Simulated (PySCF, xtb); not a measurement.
disilazane (H7NSi2), SMILES [SiH3]N[SiH3].

Harmonic wavenumbers (cm⁻¹) from GFN2-xTB (xtb) at its own minimum, in rising order: 72, 91, 199, 327, 541, 568, 576, 595, 724, 751, 770, 794, 798, 809, 840, 993, 1205, 2194, 2208, 2248, 2253, 2269, 2283, 3477.

### Question
What does B3LYP-D3(BJ)/def2-SVP run with PySCF 2.14.0 give at its own minimum? (The exact figures need the calculation; the answer reports its results.)

### Answer
27, 72, 221, 375, 599, 645, 711, 729, 831, 929, 933, 940, 959, 975, 998, 1026, 1211, 2190, 2193, 2205, 2213, 2237, 2247, 3560. Paired by order, the mean absolute difference is 80 cm⁻¹ and the zero-point energies are 39.4 and 41.5 kcal/mol.
